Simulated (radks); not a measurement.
Q: Excited configurations of the tellurium ion Te2+: one electron is placed in a higher orbital outside [Kr] 4d10 5s2 5p1. The ground configuration is [Kr] 4d10 5s2 5p2. Method: scalar-relativistic Kohn-Sham, PBE, spin-polarised, spherical densities, finite nucleus; open shells are filled with parallel spins first (spin-orbit coupling, left out, can overturn this in heavy ions); Fermi nuclear charge, rms radius 4.7423 fm; computed with a radial shooting solver on a logarithmic mesh with Libxc functionals. Excitation = E - E(ground); binding = E(ion) - E, where the ion is the core of charge +3; n* = 3/sqrt(2 binding) in atomic units, and the quantum defect is n - n*.

outer orbital  excitation (eV)  binding (eV)     n*  quantum defect  eigenvalue (eV)  <r> (bohr)
5d                      12.447        15.089  2.849           2.151          -12.026       3.358
6s                      12.752        14.784  2.878           3.122          -12.647       4.344
6p                      15.593        11.942  3.202           2.798          -10.202       5.099
6d                      19.271         8.264  3.849           2.151           -7.003       6.841
6f                      23.097         4.438  5.253           0.747           -3.739       12.21
7s                      19.173         8.362  3.827           3.173           -7.229       7.677
7d                      22.222         5.313  4.801           2.199           -4.569       11.11
7f                      24.282         3.253  6.135           0.865           -2.778       17.59

Estimate the row for 7p.

A: excitation (eV) 20.416; binding (eV) 7.120; n* 4.147; quantum defect 2.853; eigenvalue (eV) -6.118; <r> (bohr) 8.728. The Delta-SCF ionisation energy is 27.536 eV (NIST Atomic Spectra Database: 27.84 eV, measured). Self-interaction in the functional shifts the binding energies and quantum defects, so they are the method's values and not measured ones. Open shells are spherical and high-spin; term and fine-structure splittings are not resolved. Spin-orbit splitting is averaged out at the scalar-relativistic level.
